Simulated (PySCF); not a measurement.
Input for PySCF: R-BP86/6-31G* on CH6S (a complex), monomers drawn apart or pushed together.

```python
from pyscf import gto, scf, dft, mp
from pyscf.data.elements import chemcore

mol = gto.M(
    atom='''
    H     0.02957959   -0.32952898    0.15438861
    H     0.37830172   -0.16103389   -0.48324705
    C     0.58985324    1.06162782    5.46356320
    S    -1.04774220    0.26227383    5.44718665
    H     0.59526713    1.93584110    6.11102615
    H     1.28274648    0.32366364    5.86435114
    H     0.90737349    1.33179600    4.45847290
    H    -1.73622316    1.30427503    4.95350386
    ''',
    basis='6-31g*',
    cart=True,
    charge=0, spin=0, verbose=3, max_memory=1800)
mf = dft.RKS(mol, xc='b88,p86')
mf.conv_tol = 1e-8
mf.max_cycle = 100
mf.kernel()
if not mf.converged:
    mf = mf.newton().run(mf.mo_coeff, mf.mo_occ)
```

The log:

```
converged SCF energy = -439.891607085463
```

The run converged.

Cost: about 0.8 core-seconds (a rough figure).
